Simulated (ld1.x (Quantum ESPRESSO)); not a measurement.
**potassium (K), TM: configuration errors across variants**

```json
{"Element": "K", "Generator": "ld1.x (Quantum ESPRESSO) 7.5", "Type": "norm-conserving Troullier–Martins (Kleinman–Bylander form)", "Functional": "PBE", "Relativity": "scalar-relativistic", "Frozen core": "[Ne]", "Valence charge": "9", "Reference configuration": "3s2 3p6 4s0.5 4p0.5", "Partial waves": "3p (bound): rc 1.80 bohr; 3d channel at 0.05 Ry: rc 1.70 bohr; 3s (bound): rc 1.80 bohr", "Local potential": "the s channel", "Core correction": "none"}
```

Occupied shells without a wave of their own: 4p, 4s. They enter only through the test configuration that unscreens the potential.

All-electron excitation energies from the reference (eV): (1) 3s2 3p6 4s1 4p0 -0.766; (2) 3s2 3p6 4s0 4p0 3.548; (3) 3s2 3p6 4s0.5 4p0 0.875; (4) 3s2 3p5 4s1 4p0 24.163; (5) 3s2 3p6 4s0 4p1 0.786; (6) 3s1 3p6 4s1 4p0 41.228.

For the base: The 4p, 4s levels have no wave, so the channel is fitted at the deeper level alone: the likely source of the large errors.

The file “all radii scaled by about 1.21 (s 2.18, p 2.18, d 2.06 bohr)” misses its own reference levels by 0.3 eV. The file “all radii scaled by about 1.32 (s 2.38, p 2.38, d 2.24 bohr)” misses its own reference levels by 0.4 eV. The file “all radii scaled by about 1.37 (s 2.46, p 2.46, d 2.32 bohr)” misses its own reference levels by 0.5 eV.

Errors AE − PS in meV (a dash: test not solved or not reliable):

| change | (1) | (2) | (3) | (4) | (5) | (6) | bound ghosts |
| --- | --- | --- | --- | --- | --- | --- | --- |
| base | +49 | -107 | -6.6 | +218 | -56 | +203 | none |
| all radii scaled by about 0.76 (s 1.36, p 1.36, d 1.30 bohr) | +8.9 | -19 | -1.1 | +45 | -10 | +43 | none |
| all radii scaled by about 0.92 (s 1.66, p 1.66, d 1.58 bohr) | +32 | -69 | -4.2 | +147 | -36 | +140 | none |
| all radii scaled by about 1.08 (s 1.94, p 1.94, d 1.82 bohr) | +73 | -159 | -10 | +308 | -84 | +281 | none |
| all radii scaled by about 1.15 (s 2.08, p 2.08, d 1.96 bohr) | +103 | -225 | -15 | +413 | -119 | +368 | none |
| all radii scaled by about 1.21 (s 2.18, p 2.18, d 2.06 bohr) | +126 | -275 | -18 | +486 | -146 | +426 | none |
| all radii scaled by about 1.32 (s 2.38, p 2.38, d 2.24 bohr) | +164 | -355 | -24 | +594 | -190 | +501 | none |
| all radii scaled by about 1.37 (s 2.46, p 2.46, d 2.32 bohr) | +189 | -405 | -27 | +658 | -219 | +540 | none |

Question: Give the same row for: all radii scaled by about 0.82 (s 1.48, p 1.48, d 1.40 bohr).

Answer: +14, -31, -1.8, +70, -16, +68; bound ghosts: none.
